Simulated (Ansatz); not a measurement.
Ge₃Se₃⁺. Total charge 1; doublet. Geometry PBE0-D4/def2-SVP, that of the neutral singlet; atoms count from 1.

Cartesian coordinates in Å:
```
Ge 1.555 0.407 -0.062
Ge -0.646 -1.908 -1.437
Ge -1.198 0.649 0.857
Se 0.681 2.009 1.512
Se 0.134 -1.648 0.837
Se -0.527 0.492 -1.707
```

The structure comes from a short search, and lower isomers may exist.

Q: Estimate the Mulliken populations from the PBE0/def2-TZVP orbitals of Ansatz.

A: 
| atom | charge (e) | spin (α − β) |
| --- | --- | --- |
| Ge1 | 0.44 | 0.09 |
| Ge2 | 0.52 | 0.12 |
| Ge3 | 0.44 | 0.09 |
| Se4 | -0.12 | 0.41 |
| Se5 | -0.14 | 0.14 |
| Se6 | -0.14 | 0.14 |
Mulliken values depend strongly on the basis.

Q: Where does the spin sit?

A: Summed by element: Ge 0.30, Se 0.70, of 1 unpaired in all. Largest on single atoms: Se4 0.41, Se6 0.14, Se5 0.14.

Q: And the Mayer bond orders between heavy atoms (over 0.3)?

A: Ge1–Se4 0.97 (2.41 Å); Ge1–Se5 0.68 (2.66 Å); Ge1–Se6 0.68 (2.66 Å); Ge2–Se5 0.95 (2.42 Å); Ge2–Se6 0.95 (2.42 Å); Ge3–Se4 0.97 (2.41 Å); Ge3–Se5 0.68 (2.66 Å); Ge3–Se6 0.68 (2.65 Å).
